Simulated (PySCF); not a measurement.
C₅H₇F, SMILES C1(C)=CC[C@@H]1F.

The structure is a stationary point at PBE-D3(BJ)/def2-SVP. The structure was generated by enumeration; whether it is a known compound was not checked.

Vertical ionisation energy (IE) and electron affinity (EA) in eV. Rows of orbital energies are one-electron estimates. Where ΔSCF, EOM or ADC give a negative EA the extra electron is unbound and the value depends on the basis.

| level | IE | EA |
|---|---|---|
| −ε(HOMO), −ε(LUMO), r2SCAN/def2-TZVP (PySCF) | 6.30 | 0.78 |
| −ε(HOMO), −ε(LUMO), PBE/def2-TZVP (PySCF) | 6.12 | 1.01 |
